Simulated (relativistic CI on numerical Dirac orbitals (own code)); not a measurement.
Transition arrays of Yb XXIX

Calculated at this level of theory: Dirac-Coulomb-Breit CI, separate exchange-only KLI orbitals for each configuration, QED by a radiative potential, valence Slater integrals scaled by 0.9, whole transition arrays (own radial code, finite nucleus).

CI space (outside the closed core [Ar] 3d10 4s2): 4p6 4d6, 4p6 4d5 4f, 4p5 4d7, 4p6 4d5 5p, 4p6 4d5 5f. Levels of other configurations are missing.

All E1 lines from the levels of 4p6 4d6; mean and standard deviation are weighted by gf, and upper levels are sorted by their leading configuration.

```
Upper configuration  Lines    Σgf  Mean (eV)  Mean (nm)  σ (eV)  Strongest line (nm)
         4p6 4d5 4f   5907  804.9     213.39      5.810   11.01                5.696
            4p5 4d7   1281  364.3     229.83      5.395   14.66                5.420
         4p6 4d5 5p   3245  122.3     391.18      3.170    7.37                3.149
         4p6 4d5 5f   5470  329.8     543.77      2.280    6.65                2.252
```

Σgf per state of the lower configuration in bins of 0.1 nm over the central range (centre: value): 2.25: 1.05, 2.35: 0.52, 3.05: 0.05, 3.15: 0.34, 3.25: 0.18, 5.05: 0.05, 5.15: 0.18, 5.25: 0.47, 5.35: 0.44, 5.45: 0.44, 5.55: 0.20, 5.65: 1.22, 5.75: 1.63, 5.85: 0.29, 5.95: 0.10, 6.05: 0.05, 6.15: 0.04, 6.25: 0.05, 6.35: 0.05, 6.45: 0.06, 6.55: 0.04, 6.65: 0.05.

(1) How do configuration mixing and the scaling of the Slater integrals move the arrays?

Results:

(1) Slater scale 0.9, no configuration mixing: 4p6 4d5 4f 208.2 ± 9.0 eV (Σgf 736.4), 4p5 4d7 197.4 ± 26.4 eV (Σgf 349.3), 4p6 4d5 5p 391.4 ± 7.3 eV (Σgf 136.4), 4p6 4d5 5f 543.7 ± 6.7 eV (Σgf 327.1); Slater scale 1: 4p6 4d5 4f 217.8 ± 11.7 eV (Σgf 849.2), 4p5 4d7 233.2 ± 14.7 eV (Σgf 340.6), 4p6 4d5 5p 391.2 ± 7.6 eV (Σgf 120.5), 4p6 4d5 5f 543.8 ± 6.9 eV (Σgf 330.2); Slater scale 0.8: 4p6 4d5 4f 209.4 ± 10.3 eV (Σgf 768.6), 4p5 4d7 225.8 ± 15.3 eV (Σgf 380.0), 4p6 4d5 5p 391.1 ± 7.2 eV (Σgf 124.0), 4p6 4d5 5f 543.7 ± 6.5 eV (Σgf 329.3). With mixing, levels are counted to their leading configuration, so an array can shrink or vanish into another, and the sums then hold other lines.
